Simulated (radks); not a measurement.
Results of a calculation; reference values are marked as such.
Q: All-electron atom: the oxygen ion O2+ in [He] 2s2 2p1 6p1 (not the ground configuration). Code: a radial shooting solver on a logarithmic mesh with Libxc functionals. Model: non-relativistic Kohn-Sham, r2SCAN, spin-unpolarised, spherical densities, point nucleus; meta-GGA in the generalised Kohn-Sham scheme. Some entries of the table are withheld. Estimate them.

| orbital | occ. | eigenvalue (hartree) | <r^2> (bohr^2) | <1/r> (bohr^-1) |
|---|---|---|---|---|
| 1s | 2 | -21.66727 | (1) | 7.644 |
| 2s | 2 | -2.86889 | 1.130 | (2) |
| 2p | 1 | (3) | 1.056 | (4) |
| 6p | 1 | (5) | (6) | 0.09386 |

A: 
(1) 1s <r^2> (bohr^2): 0.05329
(2) 2s <1/r> (bohr^-1): 1.479
(3) 2p eigenvalue (hartree): -2.28473
(4) 2p <1/r> (bohr^-1): 1.389
(5) 6p eigenvalue (hartree): -0.12433
(6) 6p <r^2> (bohr^2): 272.5
